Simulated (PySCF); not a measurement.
C4H7O2, SMILES [CH2]C(=O)OCC, multiplicity 2.

Coordinates come from a B3LYP-D3(BJ)/def2-SVP optimisation. The isomer is the one that the SMILES or the coordinates give; other isomers of the formula were not compared. One conformer was computed; it need not be the lowest.

Two levels are set side by side: PBE/def2-TZVP (PySCF) and M06-2X/def2-TZVP (PySCF). Same geometry, gas phase. Differences are taken from unrounded values.

| quantity | PBE |
|---|---|
| α-spin orbital gap (eV) | 6.06 |
| β-spin orbital gap (eV) | 2.02 |
| dipole moment (D) | 1.81 |
| mean polarisability (bohr³) | 58.2 |

Q: These are the PBE values. What does M06-2X give? (The exact figures need the calculation; the answer reports its results.)

A: 
```
quantity                     M06-2X  PBE minus M06-2X
---------------------------  ------  ----------------
α-spin orbital gap (eV)       10.61             -4.55
β-spin orbital gap (eV)        7.44             -5.42
dipole moment (D)              1.88             -0.08
mean polarisability (bohr³)    54.6               3.6
```

PBE's more diffuse valence density responds more strongly to a field. Differences between two approximate levels are no errors against the true value.

Rough cost on one machine, each run with all the roots and properties that it gave: M06-2X against PBE about 2 times.
